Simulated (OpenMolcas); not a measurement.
Ru2+: moving or changing the point charges

Ru2+ among 6 point charges of -1.7 e arranged as an octahedron (Oh), 2.14 Å from the ion.

| Quantity | Value |
| --- | --- |
| Program | OpenMolcas |
| Method | CASSCF |
| Basis | ANO-RCC-VDZP [6s5p3d1f] |
| Scalar Hamiltonian | DKH2, point nucleus |
| Active space | 6 electrons in 5 orbitals (4d) |
| State averaging | 2S+1 = 5 even, 5 roots; 2S+1 = 3 even, 45 roots; 2S+1 = 1 even, 50 roots |
| Spin-orbit coupling | state interaction with AMFI integrals over the reference wave functions |

Runs around this geometry, states (labels of O, the rotations of Oh). Energies in cm-1 above the lowest state or level, χT in cm3 K/mol; under a threefold ground state the first gap can be a small split of the lowest multiplet, not the spin-orbit step.

```json
{"R (Å)": "2.14", "q (e)": "-1.1", "Ground state": "5T2", "First state of that spin": "5E 6162", "First gap with spin-orbit (degeneracies)": "385.6 (3, 2)", "χT at 300 K": "4.430", "First state of another spin": "3T1 13382"}
{"R (Å)": "1.95", "q (e)": "-1.7", "Ground state": "5T2", "First state of that spin": "5E 14164", "First gap with spin-orbit (degeneracies)": "328.9 (3, 2)", "χT at 300 K": "4.230", "First state of another spin": "1A1 4696"}
{"R (Å)": "2.14", "q (e)": "-1.7", "Ground state": "5T2", "First state of that spin": "5E 9545", "First gap with spin-orbit (degeneracies)": "380.8 (3, 2)", "χT at 300 K": "4.314", "First state of another spin": "3T1 10870"}
{"R (Å)": "2.26", "q (e)": "-1.7", "Ground state": "5T2", "First state of that spin": "5E 7536", "First gap with spin-orbit (degeneracies)": "387.6 (3, 2)", "χT at 300 K": "4.371", "First state of another spin": "3T1 12436"}
```

Taking the first state of the same spin as R^-n, n = -ln(7536 / 14164) / ln(2.26 / 1.95) = 4.3 between the shortest and longest distance.

Scaling the charges by -1.1 / -1.7 = 0.65 scales the first state of the same spin by 6162 / 9545 = 0.65; with fixed orbitals a first-order splitting would follow the charge.

An orbital triplet at a regular site is open to Jahn-Teller coupling, which can distort the site and quench the lowest spin-orbit gaps and is left out. Without dynamic correlation the repulsion within the d shell is too large (B by tens of per cent), so at a given field states of lower spin stand too high. Point charges give a weaker field than real ligands, and real ions of this kind are as a rule low spin; the high spin found here belongs to the model. This shell can be high or low spin here, a state of another spin lies low, and with metal d orbitals alone active their balance is uncertain, so the ground spin may be wrong (holds for R = 1.95, q = -1.7). Point charges carry no covalency, so the field is a model and not that of real ligands. No measured value stands beside these numbers.
